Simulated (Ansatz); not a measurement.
Total energies of `COC(S)=[Se]`.

Z-matrix (Å, degrees):
```
C
O 1 1.425
H 1 1.091 2 110.1
H 1 1.088 2 105.2 3 -119.9
H 1 1.091 2 110.1 3 120.2
C 2 1.318 1 118.9 3 -60.3
Se 6 1.786 2 126.6 1 -0.0
S 6 1.745 2 107.9 1 180.0
H 8 1.340 6 94.1 2 180.0
```

The species carries charge 0 and has multiplicity 1. Correlated methods include outer-core shells of Se, which these sets cover unevenly. Scalar relativity is left out up to krypton. The geometry is a stationary point of PBE0-D4/def2-TZVP. It is one conformer, not always the lowest. Basis def2-TZVPP, Ansatz 0.2.0.

RPA on PBE orbitals: Hartree–Fock energy of these orbitals -2950.27502 Eh, correlation -1.59623 Eh (frozen core).

```csv
functional,energy without D4 (Eh),D4 term (kJ/mol)
PBE,-2952.93706,-23.6
revPBE,-2953.32961,-71.1
B3LYP,-2953.69747,-38.5
r2SCANh,-2953.50939,-6.0
HSE06 (plane-wave form),-2953.03466,-18.6
BHLYP,-2953.53442,-30.3
CAM-B3LYP,-2953.70608,-20.4
ωB97X-V,-2953.31011,–
ωB97M-V,-2953.42843,–
PBE-QIDH,-2952.61893,–
```

Question: Give the same for LDA (SPW92), BLYP, r2SCAN, B97M-V, PBE0, r2SCAN0, LC-ωPBE, B2PLYP. (Best estimate.)

Answer: The calculation gave: 
| functional | energy without D4 (Eh) | D4 term (kJ/mol) |
| --- | --- | --- |
| LDA (SPW92) | -2947.60308 | – |
| BLYP | -2953.63466 | -52.3 |
| r2SCAN | -2953.52512 | -5.5 |
| B97M-V | -2953.08247 | – |
| PBE0 | -2953.04636 | -19.9 |
| r2SCAN0 | -2953.48744 | -6.6 |
| LC-ωPBE | -2953.09374 | – |
| B2PLYP | -2953.02014 | – |

B3LYP takes the VWN-RPA correlation (the form of Gaussian; ORCA's B3LYP/G). HSE06 is the plane-wave form, built on full-range PBE exchange. The double hybrids freeze the cores in their second-order part.

LC-ωPBE has ω = 0.4 bohr⁻¹.
